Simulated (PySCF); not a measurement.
**C₆ coefficients of unlike pairs at PBE**

Calculated with PySCF 2.14 from the dipole response of each species, C₆(A,B) = (3/π) ∫ α_A(iu) α_B(iu) du, in atomic units, from isotropic polarisabilities. For ions this is the dispersion term alone; charge-induced terms of lower order in 1/R come first.

```tsv
species	configuration	basis	relativity	α (bohr³)	C₆ (like pair)
Si⁺	[Ne] 3s2 3p1 (2P)	aug-cc-pCVTZ-DK with one added diffuse shell each of s, p, d, f type (9s8p6d4f)	spin-free X2C	19.06	100.6
As³⁺	[Ar] 3d10 4s2 (1S)	x2c-QZVPPall with one added diffuse shell each of s, p, d, f type (12s9p6d5f1g)	spin-free X2C	6.713	21.04
S⁺	[Ne] 3s2 3p3 (4S)	aug-cc-pwCVTZ (8s7p5d3f)	none	11.03	54.46
```

Estimate C₆ for As³⁺ with Si⁺.

The integral gives 44.17. The combination rule 2 C_A C_B / (C_A α_B/α_A + C_B α_A/α_B) gives 44.48 and the geometric mean 46.01.

No spin-orbit coupling is included.

The other pairs:

```
    pair     C₆
S⁺, As³⁺  33.66
 S⁺, Si⁺  72.03
```
